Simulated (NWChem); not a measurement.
Species: Si2H3F, singlet; SMILES F[Si][SiH3]

Results from NWChem. Low-valent species are run as closed-shell singlets; no triplet was tried in these runs. Geometry: optimised at PBE-D3(BJ)/def2-SVP. Level: PBE/def2-SVP with SMD (1 M gas to 1 M solution), gas-phase geometry. Reactions with the solvent are ignored.

```json
[
 {"solvent": "water", "dielectric constant": "78.4", "solvation free energy (kcal/mol)": "0.4", "cavity-dispersion-structure term (kcal/mol)": "2.5", "dipole in solution (D)": "1.06"},
 {"solvent": "dimethyl sulfoxide", "dielectric constant": "46.8", "solvation free energy (kcal/mol)": "?", "cavity-dispersion-structure term (kcal/mol)": "?", "dipole in solution (D)": "1.06"},
 {"solvent": "anisole", "dielectric constant": "4.22", "solvation free energy (kcal/mol)": "-1.6", "cavity-dispersion-structure term (kcal/mol)": "-0.1", "dipole in solution (D)": "0.99"},
 {"solvent": "1-octanol", "dielectric constant": "9.86", "solvation free energy (kcal/mol)": "-2.0", "cavity-dispersion-structure term (kcal/mol)": "-0.2", "dipole in solution (D)": "1.03"}
]
```

Question: Complete the blanks.

Answer: 
- dimethyl sulfoxide, solvation free energy (kcal/mol): -1.1
- dimethyl sulfoxide, cavity-dispersion-structure term (kcal/mol): 0.9
